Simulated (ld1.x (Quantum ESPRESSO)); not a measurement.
**Ga: one change to a PAW potential, before and after**

- Element: gallium (Ga)
- Generator: ld1.x (Quantum ESPRESSO) 7.5
- Type: PAW
- Functional: PBEsol
- Relativity: scalar-relativistic
- Frozen core: [Ar]
- Valence charge: 13
- Reference configuration: 3d10 4s1.5 4p1.5
- Partial waves: 4s (bound): rcut 1.40, rcutus 1.65 bohr; 4s channel at -0.4 Ry: rcut 1.40, rcutus 1.65 bohr; 4p (bound): rcut 1.55, rcutus 1.95 bohr; 4p channel at 0.25 Ry: rcut 1.55, rcutus 1.95 bohr; 3d (bound): rcut 1.10, rcutus 1.25 bohr; 3d channel at -1.05 Ry: rcut 1.10, rcutus 1.25 bohr
- Local potential: all-electron potential smoothed inside 1.25 bohr (lloc = -2)
- Core correction: Bessel-smoothed model core inside 0.85 bohr
- Augmentation charge: PSQ, radius 0.85 bohr

All-electron outer shells of the reference configuration (PBEsol, scalar-relativistic, ld1.x):

```csv
shell,level (eV),outermost node (bohr),outermost maximum (bohr)
3s,-148.78,0.27,0.56
3p,-99.68,0.24,0.56
3d,-20.13,–,0.53
4s,-9.53,0.81,1.87
4p,-2.98,0.87,2.50
```

Change: waves 3d (bound): rcut 1.10, rcutus 1.86 bohr; 3d channel at -1.05 Ry: rcut 1.10, rcutus 1.86 bohr.

Cutoffs: the cutoffs (Ry, on a coarse ladder) from which the occupation-weighted sum of valence levels, in a spherical-Bessel basis at the reference potential, stays within 10 and 1 mRy of its value at 400 Ry; they do not see the model core or the augmentation charge, which bear on the density cutoff. Errors are all-electron minus pseudo energies relative to the spin-unpolarised reference configuration.

Problem. What does the change do?

Solution. The potential gets softer (90 Ry and 160 Ry → 30 Ry and 50 Ry); the number of tests with a reliable result goes from 7 to 4 (the test run of the changed file stopped, so its transferability is not established); of the 4 tests that both files solve, the error grows in 2 and shrinks in 0 by more than 15 % and 0.3 meV (median size 1.1 → 1.4 meV); neither file shows a bound ghost. A larger radius leaves more room for a smooth pseudo-wave, so fewer plane waves are needed.

| quantity | base | changed |
| --- | --- | --- |
| cutoff, loose | 90 Ry | 30 Ry |
| cutoff, tight | 160 Ry | 50 Ry |
| loose cutoff by channel (10 mRy a level) | s 10 Ry, p 6 Ry, d 60 Ry | s 10 Ry, p 6 Ry, d 25 Ry |
| bound ghosts | none | none |
| tests with a reliable result | 7 of 7 | 4 of 7 (the test run stopped) |
| error for 3d10 4s2 4p1, meV [ΔE -3.24 eV] | +0.2 | +0.1 |
| error for 3d10 4s2 4p0, meV [ΔE 2.44 eV] | -0.4 | -0.4 |
| error for 3d10 4s1 4p0, meV [ΔE 23.58 eV] | -3.5 | -4.6 |
| error for 3d10 4s0 4p3, meV [ΔE 10.15 eV] | -1.8 | -2.3 |
| s: phases at 2.14 bohr within 0.05 rad from the reference energy up to (Ry; the scan ends near 5) | 0.5 | 0.5 |
| p: phases at 2.14 bohr within 0.05 rad from the reference energy up to (Ry; the scan ends near 5) | to the end of the scan | to the end of the scan |
| d: phases at 2.14 bohr within 0.05 rad from the reference energy up to (Ry; the scan ends near 5) | to the end of the scan | to the end of the scan |
| lowest overlap eigenvalue by channel | s 0.52, p 0.62, d 1.00 | s 0.52, p 0.62, d 0.30 |
